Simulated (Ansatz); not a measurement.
CH₅ClNOY, SMILES `C[O][Y]([NH2])[Cl]`. The species carries charge 0 and has multiplicity 1. Y takes the def2 core potential. The structure was optimised at the PBE0-D4/def2-TZVP level. It is one conformer, not always the lowest.

```xyz
10

C     0.368    2.178    0.381
O    -0.079    0.876    0.198
Y    -0.876   -0.945   -0.038
N     0.528   -2.446   -0.593
Cl   -3.282   -1.550    0.252
H     0.964    2.513   -0.476
H     0.998    2.255    1.275
H    -0.470    2.876    0.501
H     1.524   -2.331   -0.740
H     0.325   -3.425   -0.761
```

Q: What is the dipole moment at r2SCAN/def2-TZVPP? (An estimate is asked.)

A: The calculation gave: 3.08 D, with components (2.93, 0.89, -0.31) D in this frame, pointing from negative to positive charge.

Q: And with PBE, B3LYP, ωB97M-V? (Estimate.)

A: Computed: PBE 3.07 D, B3LYP 3.04 D, ωB97M-V 2.97 D.

Q: Give the Mulliken charges with r2SCAN, ωB97M-V, PBE in def2-TZVPP. (Best estimate.)

A: Computed: 
```
atom  r2SCAN  ωB97M-V    PBE
  C1    0.04    -0.16  -0.11
  O2   -0.57    -0.53  -0.48
  Y3    1.11     0.99   0.97
  N4   -0.58    -0.47  -0.51
 Cl5   -0.40    -0.34  -0.38
  H6    0.04     0.11   0.09
  H7    0.04     0.10   0.09
  H8    0.05     0.11   0.09
  H9    0.13     0.09   0.12
 H10    0.13     0.09   0.12
```

B3LYP here is the variant with VWN-RPA as its local correlation; programs differ in this.
